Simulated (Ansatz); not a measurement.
A search over several starts for the lowest SCF solution of Ge₂O₂ at the given spin, in a small basis.

```yaml
crystal:
  periodic: [false, false, false]
  atoms:
    - {symbol: Ge, position_ang: [0.438573, 1.481029, 0.146991]}
    - {symbol: Ge, position_ang: [-0.438744, -1.480899, -0.148170]}
    - {symbol: O, position_ang: [1.049378, -0.312561, 0.017342]}
    - {symbol: O, position_ang: [-1.049206, 0.312430, -0.016164]}
basis:
  gaussian: {orbitals: def2-SVP}
hamiltonian: {xc: pbe0, dispersion: d4}
output: {orbitals: {seedname: orbitals}}
```

```sh
$ ansatz run in.yaml --threads 4 --pin off --events-out ev --progress --plain --max-ram 3916MiB
```

Output, abridged:

```
Functional definition: PBE0
885 factors; integrals over basis functions are off by at most 3.3e-4 eV
mean field evaluation 1: about -117081.7111 eV, gradient 8.2e1 eV
mean field evaluation 2: about -116904.4721 eV, gradient 2.3e2 eV
mean field evaluation 4: about -117094.7977 eV, gradient 7.6e0 eV
mean field evaluation 8: about -117094.8833 eV, gradient 4.8e-1 eV
mean field evaluation 16: about -117094.8837 eV, gradient 1.6e-4 eV
mean field -117094.88367511 eV, -4303.1576052976 hartree, gradient 2.7e-5 eV, S^2 0.000000; 0 other end points of the search recorded, 0 dependent functions left out
reference -117094.88369722 eV, -4303.1576061100 hartree; 40, 40 occupied and 52, 52 virtual orbitals, 885 factors
Total energy: -117094.99745854 eV, -4303.1617867615 hartree
```

Run time 0.96 s (4 threads of Arm Neoverse V2 on a shared host).

The structure comes from a short search, and lower isomers may exist.
